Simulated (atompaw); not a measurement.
**Pseudopotential generation for Zr (Z = 40): PAW (atompaw), PBE, scalar-relativistic.**

atompaw 4.2.0.5 was run on this input:

```
Zr 40
GGA-PBE scalarrelativistic loggrid 1500 logderivrange -6 5 276
5 5 4 0 0 0
5 0 1.75
5 1 0.25
4 2 2
0 0 0
c
c
c
v
v
c
c
v
v
c
v
2
3.00 2.60 2.85 1.85
n
n
y
0.1
n
custom rrkj gramschmidtortho sinc
3 0 ultrasoft
1.95
3.00
1.50
3.00
3.00
3.00
PWSCFOUT
UPFDX 0.0125d0 UPFXMIN -7.d0 UPFZMESH 40.d0
END
```

Command:

```bash
atompaw < Zr.input > Zr.log
```

Output (summary file):

```
Completed calculations for Zr (AE)

 Exchange-correlation type: GGA, Perdew-Burke-Ernzerhof

 Radial integration grid is logarithmic
 r0 =   2.1400192E-04 h =   8.5600766E-03   n =      1500 rmax =   8.0000000E+01

 Scalar relativistic calculation

 AEatom converged in  35 iterations
   nz     =  40.00
   delta  =       3.303406660851E-15

 All Electron Orbital energies:
  n  l      occupancy      energy
  1  0      2.0000000E+00 -1.3101475E+03
  2  0      2.0000000E+00 -1.8155357E+02
  3  0      2.0000000E+00 -2.9773592E+01
  4  0      2.0000000E+00 -4.0295989E+00
  5  0      1.7500000E+00 -3.4039388E-01
  2  1      6.0000000E+00 -1.6190081E+02
  3  1      6.0000000E+00 -2.3370903E+01
  4  1      6.0000000E+00 -2.4093882E+00
  5  1      2.5000000E-01 -1.1951929E-01
  3  2      1.0000000E+01 -1.2864217E+01
  4  2      2.0000000E+00 -2.8476315E-01

 Total energy
   Total                    :    -7197.00715959345507

 ---
 Completed calculations for Zr (SC)

 Exchange-correlation type: GGA, Perdew-Burke-Ernzerhof

 Radial integration grid is logarithmic
 r0 =   2.1400192E-04 h =   8.5600766E-03   n =      1500 rmax =   8.0000000E+01

 Scalar relativistic calculation

 SCatom converged in   5 iterations
   nz     =  40.00
   delta  =       4.294734454343E-15

 Valence Electron Orbital energies:
  n  l      occupancy      energy
   4  0      2.0000000E+00 -4.0295989E+00
   5  0      1.7500000E+00 -3.4039388E-01
   4  1      6.0000000E+00 -2.4093882E+00
   5  1      2.5000000E-01 -1.1951929E-01
   4  2      2.0000000E+00 -2.8476314E-01

 Total energy
   Total                    :    -7197.00715959439640
   Valence                  :     -306.61777152302727

 PAW parameters:
       lmax =            2
         rc =    3.0145451773161365
        irc =         1117
   rc_shape =    2.6062607790047849
    rc_vloc =    2.8636148613627381
    rc_core =    1.8505445511296126
   Vloc: Non norm-conserving form with l= 3;e=   0.0000E+00
   Projector type: RRKJ pseudization + Gram-Schmidt ortho.
   Sinc^2 compensation charge shape zeroed at   2.6063E+00

 Number of basis functions     6
 No.   n  nodes  l      Energy         Cp coeff         Occ
  1    4    3    0   -0.4029599E+01  0.1000000E+01  0.2000000E+01
  2    5    4    0   -0.3403939E+00  0.6405169E+00  0.1750000E+01
  3    4    2    1   -0.2409388E+01  0.1000000E+01  0.6000000E+01
  4    5    3    1   -0.1195193E+00  0.9081489E+00  0.2500000E+00
  5    4    1    2   -0.2847631E+00  0.1000000E+01  0.2000000E+01
  6  999    2    2    0.1000000E+00  0.1114536E+00  0.0000000E+00

 Eigenvalues of overlap operator (in the basis of projectors):
    1        5.44026377E-04
    2        2.72651407E-01
    3        4.56372047E-01
    4        4.86643768E+00
    5        1.27277706E+01
    6        2.08954875E+02

 Orbital leakage outside PAW augmentation regions
   orb  is_core?  %out_of_sphere
   1 0    T           0.00
   2 0    T           0.00
   3 0    T           0.00
   4 0    F           0.13
   5 0    F          67.59
   2 1    T          -0.00
   3 1    T           0.00
   4 1    F           0.71
   5 1    F          88.56
   3 2    T           0.00
   4 2    F          21.03

 Summary of PAW energies
   Total valence energy     :   -306.61777430490548
   Smooth energy            :     13.33037627407714
   One center               :   -319.94815057898262
   Smooth kinetic           :     32.14729083521440
   Vloc energy              :     -6.55367667501355
   Smooth exch-corr         :    -14.26642445042647
   One-center xc            :   -213.49045585198775
```

The run took about 7 s on one core of a shared server CPU.
